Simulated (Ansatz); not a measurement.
Geometry optimisation, RKS PBE/def2-SVP (Ansatz).

The input (input.yaml):

```yaml
crystal:
  periodic: [false, false, false]
  atoms:
    - { symbol: W, position_ang: [0.0, 0.0, 0.0] }
    - { symbol: H, position_ang: [0.0, 0.0, 2.07] }
    - { symbol: H, position_ang: [1.72, 0.0, 0.0] }
    - { symbol: H, position_ang: [0.0, 1.72, 0.0] }
    - { symbol: H, position_ang: [-1.72, 0.0, 0.0] }
    - { symbol: H, position_ang: [0.0, -1.72, 0.0] }
    - { symbol: H, position_ang: [0.0, 0.0, -1.72] }
    - { symbol: F, position_ang: [1.4129, 1.4719, 0.6779] }
    - { symbol: H, position_ang: [0.7451, 0.7762, 1.879] }
basis:
  gaussian: { orbitals: def2-SVP }
hamiltonian:
  xc: pbe
relax:
  f_tol: 0.15
  max_steps: 25
  restrain:
    - { distance: [0, 7], at: 1.85, k: 30.0 }
    - { distance: [8, 1], at: 0.66, k: 30.0 }
    - { distance: [0, 1], at: 2.92, k: 30.0 }
    - { distance: [8, 7], at: 2.12, k: 30.0 }
```

Launched with:

```bash
$ ansatz run input.yaml --threads 1 --pin off --max-ram 2048MiB --backend cpu --events-out ev --progress --plain --runs-dir out
```

Task: Where does it end, and by what steps?

Result: It converged. The restraints hold the end off the free minimum. After 8 steps the energy has fallen by 7.066 eV (the restraints' own energy left out); H4 moved furthest, 0.89 Å. Parted: W1–H2 (2.07 → 2.92 Å). Joined: H2–H9 (1.09 → 0.73 Å).

```json
{"step": "0", "energy less start (eV)": "0.0000", "largest force component (eV/Å)": "4.734", "accepted": "yes"}
{"step": "1", "energy less start (eV)": "-1.2603", "largest force component (eV/Å)": "4.879", "accepted": "yes"}
{"step": "2", "energy less start (eV)": "-2.6769", "largest force component (eV/Å)": "3.296", "accepted": "yes"}
{"step": "3", "energy less start (eV)": "-3.8323", "largest force component (eV/Å)": "4.229", "accepted": "yes"}
{"step": "4", "energy less start (eV)": "-5.3935", "largest force component (eV/Å)": "2.892", "accepted": "yes"}
{"step": "5", "energy less start (eV)": "-6.4889", "largest force component (eV/Å)": "1.683", "accepted": "yes"}
{"step": "6", "energy less start (eV)": "-6.8665", "largest force component (eV/Å)": "1.402", "accepted": "yes"}
{"step": "7", "energy less start (eV)": "-7.0317", "largest force component (eV/Å)": "1.276", "accepted": "yes"}
{"step": "8", "energy less start (eV)": "-7.0661", "largest force component (eV/Å)": "1.172", "accepted": "yes"}
```

```xyz
9
Properties=species:S:1:pos:R:3
W 0.227 0.236 -0.419
H 0.310 0.323 2.494
H 1.356 -0.688 0.389
H -0.711 1.356 0.383
H -1.388 -0.161 -0.002
H -0.154 -1.382 0.001
H 0.347 0.352 -2.141
F 1.483 1.504 0.195
H 0.687 0.707 2.006
```

Run time: 28 s on 1 thread of AMD EPYC 7R43 64-Core Processor (Zen 3), with other jobs on the host, peak memory 0.15 GiB.
